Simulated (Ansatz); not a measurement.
Calculated with Ansatz (gas phase, PBE0-D4/def2-TZVP geometries, no zero-point term in ΔE). CBS: MP2 limit from def2 TZ/QZ plus the TZ coupled-cluster correction, frozen cores. DFT in def2-TZVPP. One conformer a species, not always the lowest.

Consider the isomerisation: `[SiH3]C1BO1` → `O[SiH]1BC1`.

CCSD(T)/CBS gives -4.2 kJ/mol.

Task: Another level gave +11.8 kJ/mol. Which?
A. PBE0-D4/def2-TZVPP
B. HF/def2-TZVPP
C. ωB97M-V/def2-TZVPP
D. ωB97X-V/def2-TZVPP

Result: D. ωB97X-V 11.8, PBE0-D4 -5.6, ωB97M-V 0.0, HF/def2-TZVPP 26.7 kJ/mol.

Largest T1 diagnostic among the species: 0.016.

At CCSD(T), def2-SVP lies +43.8 kJ/mol from the extrapolated value and def2-TZVPP +5.5 kJ/mol. In def2-TZVPP, CCSD(T) changes the Hartree–Fock value by −25.4 kJ/mol (the triples alone add −3.2 kJ/mol) and MP2 by −29.8 kJ/mol.
